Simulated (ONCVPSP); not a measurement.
# Pseudopotential generation for zinc (Zn): ONCV, PBEsol, scalar-relativistic.

Zn, optimised norm-conserving Vanderbilt (ONCV), made with ONCVPSP 4.0.1 (PBEsol, scalar-relativistic). Core [Ne], reference 3s2 3p6 3d10 4s2. Waves: 3s+4s: rc 1.30 bohr, ncon 3, nbas 7, qcut 10.3 1/bohr, 2 projectors; 3p: rc 0.80 bohr, ncon 4, nbas 8, qcut 19.3 1/bohr, 2 projectors, debl 3.6 Ha; 3d: rc 0.95 bohr, ncon 5, nbas 9, qcut 18.1 1/bohr, 2 projectors, debl 4 Ha; f scattering state at 0.27 Ha: rc 1.45 bohr, ncon 4, nbas 7, qcut 6.7 1/bohr, 3 projectors, debl 1.2 Ha. Local part: polynomial inside 0.60 bohr (lpopt 5, dvloc0 -1 Ha). Core correction: polynomial model core, fcfact 0.5.

All-electron outer shells of the reference configuration (PBEsol, scalar-relativistic, ld1.x):

| shell | level (eV) | outermost node (bohr) | outermost maximum (bohr) |
| --- | --- | --- | --- |
| 2p | -1003.46 | – | 0.15 |
| 3s | -128.92 | 0.28 | 0.59 |
| 3p | -83.26 | 0.25 | 0.59 |
| 3d | -10.17 | – | 0.56 |
| 4s | -6.00 | 0.85 | 2.09 |

What the tests gave:

```json
{
 "Cutoffs needed": "125 Ha and 141 Ha (the cutoffs (Ha) at which the residual kinetic energy of the hardest occupied pseudo-wave falls to 1 and 0.1 mHa per electron)",
 "Ghost test": "ghosts flagged at negative energy: f at -341.6 eV; no localised positive-energy state flagged; a true bound ghost makes a file unfit for plane-wave use",
 "Largest excitation error": "-10 meV (all-electron minus pseudo) for 3s2 3p6 3d9 4s0, out of 4 test configurations",
 "rms error of d²Exc/dni dnj": "3.27 mHa without and 1.63 mHa with the model core"
}
```

Generation and tests took about 15 s on one core of a shared server CPU.
